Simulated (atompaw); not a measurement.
## An all-electron radial function and its pseudo partner (W)

Columns: radius, all-electron u(r) and pseudo u(r) of the 6s shell (level -19.64 eV) of tungsten in the configuration [Kr] 4d10 4f14 5s2 5p6 5d4 6s0 6p0; LDA (PW92), scalar-relativistic, PAW (atompaw) scheme, atompaw 4.2.0.5.

```
r (bohr)  all-electron  pseudo
   0.115       -0.1058  0.0655
   0.231        0.0174  0.1309
   0.346        0.2221  0.1947
   0.462        0.1062  0.2572
   0.577       -0.1156  0.3168
   0.692       -0.2841  0.3737
   0.808       -0.3540  0.4279
   0.923       -0.3345  0.4779
   1.038       -0.2532  0.5240
   1.154       -0.1353  0.5662
   1.269       -0.0033  0.6036
   1.385        0.1305  0.6367
   1.500        0.2548  0.6648
   1.615        0.3655  0.6881
   1.731        0.4609  0.7069
   1.846        0.5385  0.7209
   1.962        0.6002  0.7305
   2.077        0.6460  0.7355
   2.192        0.6777  0.7363
   2.308        0.6971  0.7330
   2.423        0.7056  0.7259
   2.538        0.7048  0.7150
   2.654        0.6964  0.7006
   2.769        0.6816  0.6829
   2.885        0.6617  0.6618
   3.000        0.6380  0.6380
```

Problem. How many radial nodes do the two functions have?

Solution. The all-electron 6s function has n − l − 1 = 5 (the table is too coarse to show those close to the nucleus); the pseudo-wave has 0, since the states of the same l below it are removed with the core.

Problem. Is the pseudo-wave norm-conserving?

Solution. No, it belongs to a PAW set: the norm inside the radius is not constrained, and the difference is carried by the augmentation charge.
